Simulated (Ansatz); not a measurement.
The same ligand exchange along the group B, Al, Ga, In.

Program: Ansatz. Geometries: PBE0-D4/def2-TZVP. ΔE: electronic, gas phase. CCSD(T)/CBS adds triple-zeta CCSD(T) − MP2 to the extrapolated MP2 energy (def2 sets, frozen cores). This one scheme is used for every species. def2 core potentials past Kr. For Br, Ga, In outer-core shells are correlated without core-valence functions, which leaves a few kJ/mol of doubt a bond. Scalar relativity is left out up to krypton.

Problem. Order these by ΔE at CCSD(T)/CBS, lowest first. (Estimate.)
A. `N#[C][Ga]([F])[F]` + HBr → `[F][Ga]([F])[Br]` + `C#N`
B. `N#CB(F)F` + HBr → `FB(F)Br` + `C#N`
C. `N#[C][In]([F])[F]` + HBr → `[F][In]([F])[Br]` + `C#N`

Solution. C (-102.9 kJ/mol), A (-90.0 kJ/mol), B (-36.9 kJ/mol).

Largest T1 diagnostic: 0.017, for `N#[C][In]([F])[F]`.
